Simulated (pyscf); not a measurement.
Optimised with ωB97X-D3(BJ)/def2-SVP in PySCF. Correlated levels are frozen-core, on RHF or UHF. ΔMP2 is the change of the MP2 total energy from the triple- to the quadruple-zeta basis.

### Question
For the elementary gas-phase step H₃Ge–GeH₃ (SMILES [GeH3][GeH3]) → GeH₄ (SMILES [GeH4]) + GeH₂ (SMILES [GeH2]) [singlet] (singlet surface; Ge–Ge, Ge–H broken, Ge–H formed), what barrier and reaction energy does CCSD(T)/def2-TZVPP + ΔMP2(QZVPP) give, measured from the reactant's lowest minimum found?

### Answer
ΔE‡ = 43.9 kcal/mol, ΔE = +48.4 kcal/mol. Zero-point energy shifts the barrier by -1.7 kcal/mol. It is a 1,1-elimination, with an imaginary mode of 492i cm⁻¹. On the product side the descent ends in an adduct with a Ge–Ge contact, 10.9 kcal/mol under the separated species and 4.3 kcal/mol under the saddle at ωB97X-D3(BJ)/def2-TZVP. At CCSD(T) the saddle lies under the separated products, which points to a path from their complex (located at ωB97X-D3(BJ) alone), and parting the products costs more than the saddle. What is counted as broken (Ge–Ge) persists as a longer contact in the product adduct; parting that adduct is a step of its own. At ωB97X-D3(BJ) the barrier from the zero used here is 46.4 kcal/mol. This is the saddle that the search found; another between the same sides may lie lower. The CCSD(T) − MP2 part came from Ansatz, without density fitting, on the same reference. The frozen core leaves the outer d or s,p core shells of the metals and heavy elements correlated in the MP2 and CC values, and def2-TZVPP describes them poorly, which can shift differences by a few kcal/mol. Elements up to Kr have no core potential and no relativistic terms here.
